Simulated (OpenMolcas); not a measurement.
An atom or ion with 38 electrons was computed by XMS-CASPT2, IPEA 0.25 Eh, imaginary shift 0.1 Eh with spin-orbit coupling (OpenMolcas, ANO-RCC-VTZP, DKH2). The lowest levels that the run gave, each within 12 % of the measured value where one is at hand:

| J | Parity | E (cm-1) | g |
| --- | --- | --- | --- |
| 2 | even | 0.0 | 0.671 |
| 3 | even | 1520 | 1.084 |
| 4 | even | 3250 | 1.250 |
| 2 | even | 10370 | 1.085 |
| 0 | even | 11580 |  |
| 1 | even | 12210 | 1.501 |
| 2 | even | 13700 | 1.411 |
| 4 | even | 16940 | 1.001 |
| 0 | even | 38420 |  |

Q: Which ion is it, and what are the configurations and terms?

A: Mo4+ (Z = 42, charge +4; active space 2 electrons in 5 orbitals (4d)). J, parity and g give the terms where levels are pure, and mixed ones are named by the computed weights; the size of the splittings, set against known spectra of the 38-electron sequence, gives the charge. In order, with the measured energies in cm-1 (Sugar and Musgrove, J. Phys. Chem. Ref. Data 17, 155 (1988)): 4d2 3F2, 4d2 3F3 (1578), 4d2 3F4 (3357), 4d2 1D2 (10190), 4d2 3P0 (11161), 4d2 3P1 (11807), 4d2 3P2 (13408), 4d2 1G4 (16354), 4d2 1S0 (37738).

CASPT2 does not keep the components of a term degenerate, so their means are used; among the terms shown or strongly mixed into the levels shown the widest spread is 840 cm-1 (4d2 1G). Computed and measured levels are paired by configuration, term and J; levels that our copy of the source lacks, or whose pairing is in doubt (as where it misses far off the trend of its configuration), stay unpaired and out of the deviations. Levels of configurations outside the active space are missing.
